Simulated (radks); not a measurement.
Question: Tl3+, configuration [Xe] 4f14 5d10 (the NIST ground configuration). All-electron calculation, Dirac Kohn-Sham, PBE, spin-unpolarised, spherical densities, finite nucleus; Fermi nuclear charge, rms radius 5.4759 fm. Program: a radial shooting solver on a logarithmic mesh with Libxc functionals. Some entries of the table are withheld. Estimate them.

orbital  occ.  eigenvalue (eV)  <r> (bohr)
1s1/2       2        -85462.38         (1)
2s1/2       2        -15228.78     0.06808
2p1/2       2        -14624.82     0.05589
2p3/2       4        -12559.38     0.06468
3s1/2       2        -3656.969      0.1770
3p1/2       2        -3383.339         (2)
3p3/2       4        -2924.172         (3)
3d3/2       4        -2470.671      0.1595
3d5/2       6        -2372.602      0.1644
4s1/2       2        -838.9426         (4)
4p1/2       2        -720.8070      0.3931
4p3/2       4        -609.1750      0.4274
4d3/2       4        -415.9061      0.4333
4d5/2       6        -395.0748      0.4444
5s1/2       2        -159.8805      0.8782
4f5/2       6              (5)      0.4645
4f7/2       8              (6)      0.4710
5p1/2       2              (7)      0.9414
5p3/2       4              (8)       1.034
5d3/2       4              (9)       1.315
5d5/2       6             (10)       1.360

Answer: 
(1) 1s1/2 <r> (bohr): 0.01632
(2) 3p1/2 <r> (bohr): 0.1674
(3) 3p3/2 <r> (bohr): 0.1835
(4) 4s1/2 <r> (bohr): 0.3916
(5) 4f5/2 eigenvalue (eV): -145.6245
(6) 4f7/2 eigenvalue (eV): -141.0248
(7) 5p1/2 eigenvalue (eV): -120.2226
(8) 5p3/2 eigenvalue (eV): -100.0054
(9) 5d3/2 eigenvalue (eV): -45.6883
(10) 5d5/2 eigenvalue (eV): -43.3809
